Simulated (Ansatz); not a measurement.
**Molecular dynamics of H₂₄CO₁₁**

input.yaml

```yaml
crystal:
  lattice:
    - [7.159599, 0.0, 0.0]
    - [0.0, 7.159599, 0.0]
    - [0.0, 0.0, 7.159599]
  atoms:
    - { symbol: O, position: [0.48055088, 0.19668028, 0.91649033] }
    - { symbol: H, position: [0.60048025, 0.22860399, 0.86752274] }
    - { symbol: H, position: [0.40101939, 0.25287177, 0.8302137] }
    - { symbol: O, position: [0.19900087, 1.03742209, 0.48931951] }
    - { symbol: H, position: [0.21675368, 0.93691905, 0.57649665] }
    - { symbol: H, position: [0.24764135, 0.99218355, 0.35548858] }
    - { symbol: O, position: [0.89622924, 0.42499453, 0.36934377] }
    - { symbol: H, position: [0.88331842, 0.31470896, 0.27683845] }
    - { symbol: H, position: [1.02423574, 0.42959337, 0.3900531] }
    - { symbol: O, position: [0.84673362, 0.09172461, 0.19531682] }
    - { symbol: H, position: [0.76847222, -0.00989896, 0.26958387] }
    - { symbol: H, position: [0.8026348, 0.09040343, 0.06053928] }
    - { symbol: O, position: [0.69878691, 0.74867009, 0.33697801] }
    - { symbol: H, position: [0.60955075, 0.76951468, 0.24150237] }
    - { symbol: H, position: [0.788125, 0.65842063, 0.28896174] }
    - { symbol: O, position: [0.04372469, 0.77323549, 1.06740606] }
    - { symbol: H, position: [0.03084349, 0.76882392, 0.93841366] }
    - { symbol: H, position: [-0.03005364, 0.88003794, 1.1064383] }
    - { symbol: O, position: [0.34561859, 0.70701891, 0.76872096] }
    - { symbol: H, position: [0.36697865, 0.68906422, 0.89284903] }
    - { symbol: H, position: [0.29188603, 0.5829922, 0.7276055] }
    - { symbol: O, position: [0.395492, 0.92882987, 0.16116022] }
    - { symbol: H, position: [0.41913537, 1.01445091, 0.05542667] }
    - { symbol: H, position: [0.28073366, 0.85399768, 0.13491714] }
    - { symbol: O, position: [0.76699303, 0.82944891, 0.75159413] }
    - { symbol: H, position: [0.6545158, 0.84955399, 0.82122112] }
    - { symbol: H, position: [0.73110191, 0.81099783, 0.62193516] }
    - { symbol: O, position: [0.81612795, 0.24228768, 0.69962441] }
    - { symbol: H, position: [0.82851586, 0.32379417, 0.59029688] }
    - { symbol: H, position: [0.88441525, 0.12527489, 0.67809177] }
    - { symbol: C, position: [0.41759825, 0.42929612, 0.44564546] }
    - { symbol: O, position: [0.27927914, 0.37937911, 0.58679257] }
    - { symbol: H, position: [0.38460442, 0.58127569, 0.40844348] }
    - { symbol: H, position: [0.26970705, 0.24402802, 0.57059954] }
    - { symbol: H, position: [0.5567911, 0.41598407, 0.52279279] }
    - { symbol: H, position: [0.39888433, 0.3313011, 0.34020513] }
basis:
  ecutwfc: 420.0
kpoints:
  mp_grid: { grid: [1, 1, 1] }
hamiltonian:
  xc: pbe
  dispersion: d3bj
scf:
  occupations: { method: fermi_dirac, width: 0.02 }
  lower_state_search: "off"
md:
  timestep: 0.5
  n_steps: 400
  ensemble: nve
  temperature: 500.0
  initial_velocities: maxwell_boltzmann
  seed: 763591
```

Command:

```bash
$ ansatz run input.yaml --threads 1 --pin off --max-ram 3072MiB --backend cpu --events-out ev --progress --plain --runs-dir out
```

It goes on from the last frame of an earlier run, with new velocities.

Output, in part (step lines):

```
md step     0: t =     0.00 fs  T =   500.0 K  F+E_penalty+E_count = -6878.02626479 eV  E_kin = 2.262050 eV  conserved = -6875.76421481 eV  (8 SCF iters)
md step     1: t =     0.50 fs  T =   468.2 K  F+E_penalty+E_count = -6877.87912592 eV  E_kin = 2.118268 eV  conserved = -6875.76085760 eV  (8 SCF iters)
md step     2: t =     1.00 fs  T =   456.3 K  F+E_penalty+E_count = -6877.82525276 eV  E_kin = 2.064465 eV  conserved = -6875.76078811 eV  (8 SCF iters)
md step     3: t =     1.50 fs  T =   464.8 K  F+E_penalty+E_count = -6877.86664020 eV  E_kin = 2.102834 eV  conserved = -6875.76380640 eV  (8 SCF iters)
md step     4: t =     2.00 fs  T =   484.0 K  F+E_penalty+E_count = -6877.95743229 eV  E_kin = 2.189637 eV  conserved = -6875.76779565 eV  (8 SCF iters)
md step     5: t =     2.50 fs  T =   500.4 K  F+E_penalty+E_count = -6878.03479860 eV  E_kin = 2.263977 eV  conserved = -6875.77082206 eV  (6 SCF iters)
md step     6: t =     3.00 fs  T =   503.4 K  F+E_penalty+E_count = -6878.04948797 eV  E_kin = 2.277539 eV  conserved = -6875.77194881 eV  (4 SCF iters)
md step     7: t =     3.50 fs  T =   488.9 K  F+E_penalty+E_count = -6877.98252170 eV  E_kin = 2.211761 eV  conserved = -6875.77076111 eV  (4 SCF iters)
[... lines left out ...]
```

The steps, from the saved trajectory:

```csv
time (fs),T (K),potential energy less start (eV),conserved less start (meV/atom)
0.0,500,0.000,0.00
6.5,470,0.135,0.00
13.0,519,-0.094,-0.17
19.5,503,-0.015,-0.09
26.0,436,0.287,0.00
32.5,517,-0.081,-0.06
39.0,502,-0.008,-0.02
45.5,548,-0.225,-0.19
52.0,435,0.295,0.04
58.5,484,0.070,-0.04
65.0,583,-0.385,-0.32
71.5,424,0.347,0.13
78.0,419,0.367,0.01
84.5,488,0.049,-0.19
91.0,448,0.232,-0.04
97.5,511,-0.060,-0.23
104.0,491,0.037,-0.15
110.5,440,0.264,-0.16
117.0,417,0.376,-0.05
123.5,388,0.512,0.11
130.0,478,0.096,-0.15
136.5,462,0.171,-0.07
143.0,495,0.019,-0.12
149.5,445,0.247,-0.02
156.0,487,0.056,-0.13
162.5,470,0.133,-0.09
169.0,462,0.176,0.09
175.5,500,-0.005,-0.19
182.0,401,0.448,0.05
188.5,431,0.310,-0.07
195.0,468,0.138,-0.20
```

The run went to its last step. The conserved energy stayed within 0.36 meV per atom of its start (net change -0.0094 meV per atom), so the integration is sound. A run of 0.2 ps of so small a system gives no equilibrium averages. Limits of this set-up: coarse k mesh.

Mean squared displacements from the first frame to the last, about the centre of mass: O 0.92 Å², H 1.66 Å², C 0.21 Å².

Last frame:

```xyz
36
Lattice="7.1596 0.0000 0.0000 0.0000 7.1596 0.0000 0.0000 0.0000 7.1596" Properties=species:S:1:pos:R:3
O 3.271 2.848 6.885
H 4.141 2.626 6.407
H 2.826 3.452 6.270
O 1.409 7.125 2.994
H 1.184 6.309 3.435
H 2.098 6.820 2.227
O 6.379 3.030 3.260
H 6.432 2.286 2.573
H 7.303 3.433 3.229
O 6.493 1.012 1.519
H 7.287 0.499 1.966
H 6.733 1.098 0.600
O 5.785 5.708 2.650
H 5.111 5.987 2.003
H 5.709 4.673 2.791
O 0.398 3.945 7.601
H -0.282 4.716 7.667
H -0.128 3.227 7.054
O 2.147 4.473 5.183
H 1.433 4.468 5.817
H 2.065 3.592 4.641
O 3.111 7.067 0.860
H 3.122 8.050 0.557
H 3.373 6.590 0.019
O 4.226 6.333 5.277
H 3.454 5.755 5.141
H 4.689 6.276 4.388
O 5.803 1.815 5.671
H 6.210 2.067 4.866
H 5.361 0.945 5.534
C 3.283 2.744 3.081
O 1.942 2.511 3.598
H 3.196 2.939 1.938
H 1.799 1.505 3.841
H 3.740 3.617 3.719
H 3.842 1.747 3.211
```

Time of the run: 12 min on 1 thread of Arm Neoverse V1, with other jobs on the host, peak memory 0.4 GiB.
